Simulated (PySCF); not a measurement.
Input of a run (PBE0-D3(BJ)/def2-SVP geometry optimisation, gas phase (PySCF 2.14.0)), started from GFN2-xTB:
```
{"job": {"xc": "PBE0", "basis": "def2-SVP", "d3": "d3bj", "grid": 1, "shake": 0.01, "kind": "geom"}, "charge": 0, "multiplicity": 1}
C      1.541290     0.635000     0.435450
C      0.711260     0.098730    -0.739240
C     -0.290010    -0.953160    -0.303750
S     -1.655550    -0.167570     0.497990
O     -2.662560    -1.169640     0.818710
O     -1.319880     0.778210     1.501790
Cl    -2.457260     0.905500    -1.049400
H      2.125740    -0.119650     0.894070
H      0.857400     1.096360     1.195720
H      2.197500     1.431080     0.091990
H      0.159800     0.906190    -1.220020
H      1.403330    -0.329860    -1.467770
H      0.105310    -1.616600     0.444300
H     -0.723530    -1.509660    -1.107600
```

Output (energies in Eh, forces in Eh/bohr):
```
step   0  E = -1126.25751669  max force = 0.049934
step   1  E = -1126.26737812  max force = 0.011314
step   2  E = -1126.26785858  max force = 0.003049
step   3  E = -1126.26794720  max force = 0.000789
step   4  E = -1126.26796426  max force = 0.000647
step   5  E = -1126.26797248  max force = 0.001107
step   6  E = -1126.26796903  max force = 0.001468
step   7  E = -1126.26798132  max force = 0.000983
step   8  E = -1126.26800363  max force = 0.000522
step   9  E = -1126.26801705  max force = 0.000730
step  10  E = -1126.26803443  max force = 0.000833
step  11  E = -1126.26805441  max force = 0.000526
step  12  E = -1126.26807004  max force = 0.000332
step  13  E = -1126.26807885  max force = 0.000123
optimisation converged
```

Q: Summarise the run.

A: The energy falls by 0.287 eV over 14 energy and gradient evaluations, the largest force component goes from 0.0499 to 1.2e-04 Eh/bohr, and the atoms move by 0.111 Å rms after alignment. The bond that changes most is S4–Cl7 (ends: sulfonyl sulfur; chlorine bonded to S), which lengthens by 0.061 Å. Bonds longer at the end by more than 0.005 Å: 9 of 13; shorter: 3. Among the angles that change most is C2–C3–S4, from 109.4° to 115.8°. The energy rose by more than 1e-6 Eh at step 6. The first step brought 93 % of the lowering.

Q: What are the final bond lengths?

A: C1–C2 1.520 Å, C2–C3 1.517 Å, C3–S4 1.793 Å, S4=O5 1.446 Å, S4=O6 1.448 Å, S4–Cl7 2.108 Å, C1–H8 1.102 Å, C1–H9 1.098 Å, C1–H10 1.099 Å, C2–H11 1.102 Å, C2–H12 1.103 Å, C3–H13 1.104 Å, C3–H14 1.099 Å. Numbering counts from 1 in the input's order; the species is `CCCS(=O)(=O)Cl`.

The run used 141 basis functions and 96 SCF cycles in all.

No PBE0-D3(BJ)/def2-SVP frequencies stand behind this structure, so it isn't proved a minimum. One conformer, not necessarily the lowest.

Shape of the structure used: `[CH3:1][CH2:2][CH2:3][S:4](=[O:5])(=[O:6])[Cl:7]`: C1–C2–C3–S4 73°, C2–C3–S4–O5 176°.
